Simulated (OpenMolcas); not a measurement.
**d6 ions of charge +4 down a group with 6 fluoride ligands in octahedral coordination**

```
Program             : OpenMolcas
Method              : CASSCF
Spin-orbit coupling : RASSI with atomic mean-field integrals over the reference wave functions
```

The d shell is active. Anionic complexes are neutralised by point charges behind the ligands. Distances were set from a Shannon-type radius of the metal (high-spin where two are listed) plus a fixed donor radius (F 1.31 Å). Ligand basis ANO-RCC-VDZP, DKH2 Hamiltonian. States (labels of O, the rotations of Oh). Energies in cm-1 above the lowest state or level, χT in cm3 K/mol; under a threefold ground state the first gap can be a small split of the lowest multiplet, not the spin-orbit step; 10Dq and B are least-squares fits to the states below 45000 cm-1, weighted by degeneracy, with a free offset, and given where the rms deviation is under 5 % of |10Dq| (or 100 cm-1) and under 700 cm-1. Spin-only χT is S(S+1) / 2 for the spin of the ground state.

```csv
Ion,Shell,R (Å),Metal basis,Outer charge (e at Å behind ligand),Ground state,First state of that spin,10Dq,B (rms of fit),First gap with spin-orbit (degeneracies),χT at 300 K,First state of another spin,Spin-only χT
Ni4+,3d6,1.79,ANO-RCC-VTZP,0.33 at 2.8,5T2,5E 18676,,,"318.1 (3, 2)",4.094,1A1 3697,3.000
Pd4+,4d6,1.93,ANO-RCC-VTZP,0.33 at 3.2,1A1,1T1 23411,25439,752 (386),"16894 (1, 2)",0.019,3T1 17469,0.000
Pt4+,5d6,1.94,ANO-RCC-VDZP,0.33 at 2.6,1A1,1T1 29030,30220,737 (280),"21247 (1, 2)",0.017,3T1 23452,0.000
```

The rows also differ in their metal basis and outer charges, so part of each step comes from that.

|10Dq| changes by a factor of 30220 / 25439 = 1.19 from Pd4+ to Pt4+.

B goes from 752 cm-1 (Pd4+) to 737 cm-1 (Pt4+).

Below the highest spin of the shell: Pd4+, Pt4+. χT departs most from the spin-only value for Ni4+, by +1.094 cm3 K/mol.

Without dynamic correlation the repulsion within the d shell is too large (B by tens of per cent), so at a given field states of lower spin stand too high. Ligand-to-metal charge-transfer states are missing. With no ligand orbital active B as a rule stays too high, so bands that hang on it stand too high and its fall with covalency is understated. An orbital triplet at a regular site is open to Jahn-Teller coupling, which can distort the site and quench the lowest spin-orbit gaps and is left out (holds for Ni4+). This shell can be high or low spin here, a state of another spin lies low, and with metal d orbitals alone active their balance is uncertain, so the ground spin may be wrong (holds for Ni4+). The least metal-like active orbital is 70 % on the metal (Löwdin) and no ligand orbital is active, so the numbers are rough (holds for Ni4+). With metal d orbitals alone and no dynamic correlation the field as a rule comes out too small, by tens of per cent, by up to half for chloride and softer ligands, and with too little covalency χT stands high (holds for Ni4+). The least metal-like active orbital is 67 % on the metal (Löwdin) and no ligand orbital is active, so the numbers are rough, and ground spin, moment and any spin crossover can be artefacts of this space; highly charged d ions in such sites are as a rule low spin (holds for Pd4+). With metal d orbitals alone the field can be off either way by tens of per cent (holds for Pd4+; Pt4+). The least metal-like active orbital is 69 % on the metal (Löwdin) and no ligand orbital is active, so the numbers are rough, and ground spin, moment and any spin crossover can be artefacts of this space; highly charged d ions in such sites are as a rule low spin (holds for Pt4+). No measured value stands beside these numbers; the geometry is a model, was not optimised and need not be the one that this ion takes.
